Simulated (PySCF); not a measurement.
Species: Zr(SMe)F3, CH3F3SZr (singlet state).
Structure used (PBE0-D3(BJ)/def2-SVP), in Å, numbered top down from 1:
```
atom  x, y, z in Å
Zr1   -0.225    0.720   -1.393
S2    -0.665    0.880    0.983
C3     0.195   -0.668    1.470
H4    -0.368   -1.553    1.142
H5     0.249   -0.672    2.566
H6     1.223   -0.708    1.080
F7     1.659    0.698   -1.640
F8    -1.059    2.195   -2.242
F9    -0.877   -0.960   -1.993
```

Level of theory: PBE0-D3(BJ)/def2-SVP geometry optimisation, gas phase, def2 core potentials past Kr in PySCF.

Task: Which atoms are bound to Zr1, and at what distances?

Result: 4 atoms: F8 1.895 Å, F9 1.900 Å, F7 1.900 Å, S2 2.422 Å. The nearest atom not counted as bound is H6, at 3.20 Å (others tie with it).

Task: List the angles at Zr1.

Result: 
| angle | degrees | distance of the outer atoms (Å) |
| --- | --- | --- |
| F8–Zr1–F9 | 113.3 | 3.17 |
| F7–Zr1–F8 | 112.8 | 3.16 |
| S2–Zr1–F7 | 108.0 | 3.51 |
| S2–Zr1–F8 | 108.0 | 3.51 |
| S2–Zr1–F9 | 107.8 | 3.51 |
| F7–Zr1–F9 | 106.8 | 3.05 |

Task: What is the shape at Zr1?

Result: Distorted tetrahedral: angles from 106.8° to 113.3°; τ4 = (360° − α − β)/141° = 0.95 with α and β the two widest (0 for a square, 1 for a tetrahedron).

Task: What are the other bond lengths?

Result: S2–C3 1.836 Å; C3–H4, C3–H5, C3–H6 1.099 Å.

Task: Give some angles away from the centre.

Result: Zr1–S2–C3 96.8°.

Task: What are the rotational constants (commonest isotopes, rigid rotor)?

Result: A = 2368, B = 1290, C = 1189 MHz: an asymmetric top.

Point group: near Cs, missed by 0.35 Å at most; the miss may be what the optimiser left on a soft mode. Charge 0, singlet. Whether it is a minimum is left open (no frequencies).
